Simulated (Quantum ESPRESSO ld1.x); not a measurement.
Cu6+, 23 electrons, occupied as [Ar] 3d5. Calculated with ld1.x of Quantum ESPRESSO 7.5: Dirac Kohn-Sham, PBEsol, spin-unpolarised, spherical densities, point nucleus; open shells fill j = l - 1/2 first. Some entries of the table are withheld. Estimate them.

orbital  occ.  eigenvalue (hartree)  <r> (bohr)  <r^2> (bohr^2)
1s1/2       2              -329.619     0.05217        0.003661
2s1/2       2                   (1)      0.2351         0.06526
2p1/2       2              -39.0050      0.2042         0.05126
2p3/2       4              -38.2536      0.2075         0.05280
3s1/2       2              -8.67077      0.6838             (2)
3p1/2       2              -7.14173      0.6961          0.5652
3p3/2       4              -7.03423      0.7043          0.5783
3d3/2       4              -4.48534         (3)          0.6412
3d5/2       1              -4.46970         (4)          0.6457
4s1/2       0              -2.88998       1.675           3.147
4p1/2       0              -2.46203       1.806           3.676
4p3/2       0              -2.44232       1.820           3.733
4d3/2       0              -1.78777       2.132           5.184
4d5/2       0              -1.78499       2.135           5.201
4f5/2       0              -1.26257       2.531           7.231
4f7/2       0              -1.26244       2.531           7.233

Answer. 
(1) 2s1/2 eigenvalue (hartree): -43.8378
(2) 3s1/2 <r^2> (bohr^2): 0.5365
(3) 3d3/2 <r> (bohr): 0.7265
(4) 3d5/2 <r> (bohr): 0.7291
